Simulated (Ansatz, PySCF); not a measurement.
C2H4O2, triplet, at a GFN2-xTB geometry (a higher spin typed on purpose: for a closed-shell molecule this is an excited state). Base run: CASSCF(2,3)/STO-3G (PySCF).

The PySCF input:
```python
from pyscf import gto, scf, mcscf
import numpy

mol = gto.Mole()
mol.atom = '''
    C    -1.40558956   -0.23252543    0.36488159
    O    -0.14428792   -0.85389520    0.15637384
    C     0.92828655   -0.02252752   -0.01088862
    O     0.98491682    1.05055034   -0.70706714
    H    -1.56861993    0.54297538   -0.38875152
    H    -2.14607910   -1.02657899    0.28131666
    H    -1.46836334    0.21659235    1.36190653
    H     1.32184935    0.22408790    1.02711683
'''
mol.basis = 'sto-3g'
mol.spin = 2
mol.verbose = 3
mol.build()

mf = scf.ROHF(mol)
mf.kernel()
mc = mcscf.CASSCF(mf, 3, 2)
mc.fix_spin_(ss=2.0)
mc.kernel()
occ = numpy.linalg.eigvalsh(mc.fcisolver.make_rdm1(mc.ci, mc.ncas, mc.nelecas))[::-1]
ss = mc.fcisolver.spin_square(mc.ci, mc.ncas, mc.nelecas)[0]
print('natural occupations', occ.round(4), ' <S^2>', round(ss, 4))
```

Programs used: Ansatz (a first-principles code), PySCF; a row that names a program was run with it.

Variants of this job, named by their change:

```tsv
change	ΔE vs base (kcal/mol)	natural occupations	<S^2> of the state
base	0.000	1.00 1.00 0.00	2.00
code = ansatz; correction = SC-NEVPT2, all electrons	-88.9	-	-
orbitals = fixed (CASCI); correction = SC-NEVPT2	-89.0	1.00 1.00 0.00	2.00
fix_spin_ = off	0.000	1.00 1.00 0.00	2.00
code = ansatz	0.007	-	-
active space = 2 electrons, 4 orbitals	-0.028	1.00 1.00 0.00 0.00	2.00
solver = newton	0.000	1.00 1.00 0.00	2.00
active space = 4 electrons, 5 orbitals	-10.34	1.99 1.00 1.00 0.01 0.00	2.00
correction = SC-NEVPT2	-89.0	1.00 1.00 0.00	2.00
active space = 6 electrons, 6 orbitals	-28.38	1.98 1.97 1.00 1.00 0.03 0.02	2.00
active space = 6 electrons, 5 orbitals	-13.09	2.00 1.98 1.00 1.00 0.02	2.00
```

Active orbitals are taken around the Fermi level unless the row says otherwise; CASSCF can end in different local minima, and two programs can end on different orbitals. State-averaged rows give the lowest state.

Open shells are given as the SCF converged; they aren't shown to be the lowest states, and a large step between rows can be another state.

Ansatz warned in this series: the state or the total is in doubt.
